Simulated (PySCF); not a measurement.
C3H6BFN2, SMILES NCC#CB(N)F.

Geometry: ωB97X-D3(BJ)/def2-SVP. This is a generated structure with no PubChem entry under its InChIKey; it may be hypothetical. One conformer was computed; it need not be the lowest.

Computed with TDDFT-CAM-B3LYP/def2-SVPD in PySCF.

Vertical excitations. Gas-phase values at a fixed geometry.

```
state  energy (eV)  λ (nm)      f                                                                    main pairs
-----  -----------  ------  -----  ----------------------------------------------------------------------------
S1            5.66     219  0.003                                              HOMO−2→LUMO 64 %, HOMO→LUMO 17 %
S2            6.04     205  0.042        HOMO→LUMO 34 %, HOMO−1→LUMO 20 %, HOMO−2→LUMO+2 7 %, HOMO−2→LUMO+3 7 %
S3            6.27     198  0.031        HOMO→LUMO+2 41 %, HOMO→LUMO+1 14 %, HOMO−1→LUMO+3 8 %, HOMO−1→LUMO 7 %
S4            6.47     192  0.009    HOMO−1→LUMO+2 23 %, HOMO−1→LUMO 15 %, HOMO→LUMO+3 13 %, HOMO−1→LUMO+3 12 %
S5            7.00     177  0.011          HOMO→LUMO+1 36 %, HOMO−1→LUMO 20 %, HOMO→LUMO 13 %, HOMO−2→LUMO 10 %
S6            7.06     176  0.012         HOMO−1→LUMO+1 42 %, HOMO→LUMO 16 %, HOMO→LUMO+2 14 %, HOMO→LUMO+1 9 %
S7            7.42     167  0.043   HOMO−2→LUMO+1 41 %, HOMO−1→LUMO+1 11 %, HOMO→LUMO+3 10 %, HOMO−2→LUMO+3 7 %
S8            7.56     164  0.040  HOMO→LUMO+3 33 %, HOMO−2→LUMO+1 19 %, HOMO−1→LUMO+2 14 %, HOMO−3→LUMO+1 13 %
S9            7.82     159  0.165     HOMO−3→LUMO 18 %, HOMO−1→LUMO+3 16 %, HOMO→LUMO+4 15 %, HOMO−1→LUMO+1 9 %
S10           7.86     158  0.274       HOMO−3→LUMO 27 %, HOMO→LUMO+4 18 %, HOMO−2→LUMO+2 11 %, HOMO−1→LUMO 9 %
T1            4.73     262      0                           HOMO−1→LUMO 41 %, HOMO→LUMO 26 %, HOMO−1→LUMO+1 6 %
T2            5.24     237      0                                                              HOMO−2→LUMO 61 %
T3            5.48     226      0     HOMO−2→LUMO+3 29 %, HOMO−2→LUMO+2 22 %, HOMO−2→LUMO+6 10 %, HOMO→LUMO 7 %
T4            5.94     209      0          HOMO→LUMO+2 37 %, HOMO→LUMO 17 %, HOMO−2→LUMO+2 6 %, HOMO→LUMO+1 6 %
```
Triplets are in the Tamm–Dancoff approximation, which puts them higher than full response would, so one can lie above its singlet here.
